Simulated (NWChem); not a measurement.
CCl₃F; SMILES FC(Cl)(Cl)Cl

Program: NWChem. Pople sets run with spherical d functions. The geometry was optimised at PBE0/def2-SVP.

For level B3LYP/def2-SVPD:

highest occupied level (eV): -8.96
dipole (D): 0.36

Q: What are these values for level B3LYP/6-31G*?

A: The highest occupied level (eV) is -8.77. The dipole (D) comes out as 0.16.
